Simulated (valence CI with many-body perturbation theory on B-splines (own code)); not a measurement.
# Level structure of Au64+

Computed by configuration interaction combined with many-body perturbation theory (CI+MBPT): five valence electrons over a frozen Dirac-Fock core [Ne], radial functions for each j: 11 s, 11 p, 10 d, 8 f, 5 g, 2 h, with the one-electron correlation potential Σ1 (screened to all orders), the two-electron term Σ2, the three-electron term Σ3, Breit, model QED; selected single and double excitations, second order for the rest, scaled by the run's own slope (own B-spline code, finite nucleus).

The last digits are not significant, and no measured levels were compared; by estimate large intervals hold to a few tenths of a per cent, small ones and those within an open d or f shell to about a per cent. Among the levels kept, up to 3200 cm⁻¹ of a level comes from second order outside the variational space, and about a tenth of that is noise between levels of different J, which matters for small intervals.

Levels 136 to 172 of 172, with energies above the lowest level, (3s^2 3p1/2^2 3p3/2) J=3/2. "Leading %" is the weight of the configuration and term that name the level; weights of strongly mixed levels are sums over their largest components and can fall short. In the jj column 3d3/2^4 stands for four electrons in 3d with j = 3/2.

| No. | Configuration | Term | J | E (eV) | Leading % | Second component | g | Leading jj |
| --- | --- | --- | --- | --- | --- | --- | --- | --- |
| 136 | 3s²3p3d² | ⁴G° | 9/2 | 1594.4 | 48 | 16 % 3s²3p3d² ²G° | 1.163 | 3s^2 3p3/2 3d3/2 3d5/2 (77 %) |
| 137 | 3s²3p3d² | ²H° | 11/2 | 1600.5 | 63 | 34 % 3s²3p3d² ⁴G° | 1.142 | 3s^2 3p3/2 3d3/2 3d5/2 (94 %) |
| 138 | 3s²3p3d² | ⁴F° | 7/2 | 1601.7 | 29 | 17 % 3s²3p3d² ⁴D° | 1.207 | 3s^2 3p3/2 3d3/2 3d5/2 (74 %) |
| 139 | 3p⁴3d | ⁴D | 3/2 | 1605.1 | 15 | 10 % 3s3p²3d² ⁶F | 0.993 | 3s 3p1/2 3p3/2 3d3/2^2 (54 %) |
| 140 | 3s²3p3d² | ⁴D° | 5/2 | 1609.1 | 41 | 30 % 3s²3p3d² ⁴P° | 1.375 | 3s^2 3p3/2 3d3/2 3d5/2 (86 %) |
| 141 | 3s²3p3d² | ²F° | 5/2 | 1610.5 | 22 | 15 % 3s²3p3d² ⁴D° | 1.113 | 3s^2 3p3/2 3d3/2 3d5/2 (82 %) |
| 142 | 3s²3p3d² | ²G° | 7/2 | 1610.5 | 38 | 21 % 3s²3p3d² ⁴D° | 1.100 | 3s^2 3p3/2 3d3/2 3d5/2 (93 %) |
| 143 | 3s²3p3d² | ⁴D° | 3/2 | 1611.3 | 34 | 24 % 3s²3p3d² ²D° | 1.121 | 3s^2 3p3/2 3d3/2 3d5/2 (78 %) |
| 144 | 3s²3p3d² | ²S° | 1/2 | 1616.6 | 28 | 20 % 3s²3p3d² ⁴P° | 1.623 | 3s^2 3p3/2 3d3/2 3d5/2 (71 %) |
| 145 | 3s3p²3d² | ⁶F | 1/2 | 1619.1 | 40 | 24 % 3s3p²3d² ⁴D | 0.279 | 3s 3p1/2 3p3/2 3d3/2^2 (78 %) |
| 146 | 3s3p²3d² | ⁶G | 5/2 | 1620.7 | 16 | 12 % 3p⁴3d ⁴D | 1.055 | 3s 3p1/2 3p3/2 3d3/2^2 (65 %) |
| 147 | 3s²3p3d² | ²G° | 7/2 | 1629.7 | 35 | 15 % 3s²3p3d² ⁴F° | 1.116 | 3s^2 3p3/2 3d3/2 3d5/2 (85 %) |
| 148 | 3p⁴3d | ²F | 7/2 | 1634.1 | 22 | 20 % 3p⁴3d ²G | 1.077 | 3p1/2^2 3p3/2^2 3d3/2 (68 %) |
| 149 | 3s3p²3d² | ⁶F | 3/2 | 1635.6 | 21 | 13 % 3s3p²3d² ⁶G | 0.936 | 3s 3p1/2 3p3/2 3d3/2^2 (60 %) |
| 150 | 3s²3p3d² | ²D° | 5/2 | 1636.2 | 34 | 15 % 3s²3p3d² ⁴D° | 1.176 | 3s^2 3p3/2 3d3/2 3d5/2 (77 %) |
| 151 | 3s²3p3d² | ²G° | 9/2 | 1636.2 | 69 | 16 % 3s²3p3d² ²H° | 1.077 | 3s^2 3p3/2 3d3/2 3d5/2 (90 %) |
| 152 | 3p⁴3d | ⁴P | 1/2 | 1638.1 | 31 | 18 % 3s3p²3d² ⁶F | 1.102 | 3p1/2^2 3p3/2^2 3d3/2 (60 %) |
| 153 | 3s3p²3d² | ⁴G | 7/2 | 1639.2 | 23 | 20 % 3s3p²3d² ⁶G | 1.062 | 3s 3p1/2 3p3/2 3d3/2^2 (83 %) |
| 154 | 3s²3p3d² | ²D° | 3/2 | 1641.0 | 48 | 14 % 3s²3p3d² ⁴F° | 0.914 | 3s^2 3p3/2 3d3/2 3d5/2 (87 %) |
| 155 | 3p⁴3d | ⁴D | 5/2 | 1641.5 | 20 | 14 % 3s3p²3d² ⁶G | 1.079 | 3p1/2^2 3p3/2^2 3d3/2 (53 %) |
| 156 | 3s²3p3d² | ⁴S° | 3/2 | 1643.9 | 30 | 14 % 3s²3p3d² ²D° | 1.399 | 3s^2 3p3/2 3d3/2 3d5/2 (76 %) |
| 157 | 3s²3p3d² | ²F° | 5/2 | 1649.3 | 63 | 18 % 3s²3p3d² ²D° | 0.948 | 3s^2 3p3/2 3d3/2 3d5/2 (88 %) |
| 158 | 3s²3p3d² | ²P° | 1/2 | 1650.7 | 73 | 16 % 3s²3p3d² ⁴D° | 0.651 | 3s^2 3p3/2 3d3/2 3d5/2 (92 %) |
| 159 | 3s3p²3d² | ²G | 9/2 | 1652.5 | 25 | 17 % 3s3p²3d² ⁴H | 1.117 | 3s 3p1/2 3p3/2 3d3/2^2 (95 %) |
| 160 | 3p⁴3d | ²D | 3/2 | 1654.1 | 42 | 13 % 3p⁴3d ⁴F | 0.885 | 3p1/2^2 3p3/2^2 3d3/2 (70 %) |
| 161 | 3s3p²3d² | ⁴F | 3/2 | 1675.9 | 21 | 15 % 3s3p²3d² ²D | 1.235 | 3s 3p1/2 3p3/2 3d3/2^2 (86 %) |
| 162 | 3s3p²3d² | ⁴P | 3/2 | 1678.9 | 10 | 9 % 3s3p²3d² ⁶P | 1.251 | 3s 3p1/2 3p3/2 3d3/2^2 (75 %) |
| 163 | 3s3p²3d² | ⁴G | 5/2 | 1679.5 | 24 | 16 % 3s3p²3d² ²F | 1.011 | 3s 3p1/2 3p3/2 3d3/2^2 (95 %) |
| 164 | 3s3p⁴ | ⁴P | 1/2 | 1684.4 | 37 | 34 % 3s3p⁴ ²S | 1.880 | 3s 3p3/2^4 (96 %) |
| 165 | 3s3p²3d² | ⁴H | 7/2 | 1685.7 | 29 | 25 % 3s3p²3d² ²G | 0.931 | 3s 3p1/2 3p3/2 3d3/2^2 (95 %) |
| 166 | 3s3p²3d² | ⁴G | 5/2 | 1685.7 | 27 | 15 % 3s3p²3d² ⁶D | 1.086 | 3s 3p1/2 3p3/2 3d3/2^2 (93 %) |
| 167 | 3s3p²3d² | ⁴D | 3/2 | 1686.7 | 25 | 20 % 3s3p²3d² ⁶D | 1.267 | 3s 3p1/2 3p3/2 3d3/2^2 (92 %) |
| 168 | 3s²3p3d² | ⁴G° | 11/2 | 1690.0 | 63 | 36 % 3s²3p3d² ²H° | 1.193 | 3s^2 3p3/2 3d5/2^2 (95 %) |
| 169 | 3s3p²3d² | ⁴P | 1/2 | 1690.5 | 34 | 28 % 3s3p²3d² ⁶D | 2.064 | 3s 3p1/2 3p3/2 3d3/2^2 (86 %) |
| 170 | 3s3p²3d² | ⁴F | 7/2 | 1692.6 | 20 | 11 % 3s3p²3d² ⁴D | 1.205 | 3s 3p1/2 3p3/2 3d3/2^2 (80 %) |
| 171 | 3s3p²3d² | ⁴P | 5/2 | 1694.8 | 23 | 15 % 3s3p²3d² ²D | 1.368 | 3s 3p1/2 3p3/2 3d3/2^2 (92 %) |
| 172 | 3s²3p3d² | ²D° | 5/2 | 1698.9 | 46 | 20 % 3s²3p3d² ⁴P° | 1.209 | 3s^2 3p3/2 3d5/2^2 (95 %) |

Where two levels of one J and parity lie close, their mixing, g and order are uncertain.
